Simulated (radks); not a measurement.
Problem. Valence configurations of the molybdenum ion Mo3+ (all share [Kr]). All-electron calculation, Dirac Kohn-Sham, PBE, spin-unpolarised, spherical densities, finite nucleus; open shells fill j = l - 1/2 first; Fermi nuclear charge, rms radius 4.4091 fm. Program: a radial shooting solver on a logarithmic mesh with Libxc functionals. Order these by energy: 5s2 5p1; 4d2 5s1; 4d2 5p1; 4d1.5 5s1.5; 4d2.5 5s0.5; 4d1 5p2; 4d2.5 5p0.5; 4d3; 4d1 5s2.

Solution. From the lowest, in eV above it: 4d3 0.000; 4d2.5 5s0.5 3.367; 4d2.5 5p0.5 6.303; 4d2 5s1 7.144; 4d1.5 5s1.5 11.338; 4d2 5p1 13.178; 4d1 5s2 15.958; 4d1 5p2 28.666; 5s2 5p1 33.181. NIST lists [Kr] 4d3 as the ground configuration; this level of theory agrees among the configurations tried. The energies are those of spherical spin-averaged densities, not of single terms.
